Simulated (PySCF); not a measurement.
Ge(OH)3(PH2) (GeH5O3P), SMILES [OH][Ge]([OH])([OH])[PH2].

Coordinates come from a B3LYP-D3(BJ)/def2-SVP optimisation. One conformer was computed; it need not be the lowest.

Two levels are set side by side: TDA-PBE/def2-SVPD (PySCF) and TDA-M06-2X/def2-SVPD (PySCF). Vertical, same geometry. The lowest singlet is HOMO→LUMO 82 % with PBE and HOMO→LUMO 66 %, HOMO→LUMO+2 16 % with the other functional; states are paired by order. Differences are taken from unrounded values.

```
quantity                               TDA-PBE
-------------------------------------  -------
lowest singlet excitation (eV)            5.57
lowest triplet excitation (TDA) (eV)      4.95
first bright state (f over 0.05) (eV)     5.57
its oscillator strength                   0.11
```

Q: These are the TDA-PBE values. What does TDA-M06-2X give? (An estimate is asked for; the answer gives what the named calculation found.)

A: 
```tsv
quantity	TDA-M06-2X	TDA-PBE minus TDA-M06-2X
lowest singlet excitation (eV)	6.64	-1.07
lowest triplet excitation (TDA) (eV)	5.71	-0.76
first bright state (f over 0.05) (eV)	6.64	-1.07
its oscillator strength	0.13	-0.02
```

A lower first singlet is the usual sign of a functional without exact exchange. Differences between two approximate levels are no errors against the true value.

Rough cost on one machine, each run with all the roots and properties that it gave: TDA-M06-2X against TDA-PBE about 8 times.
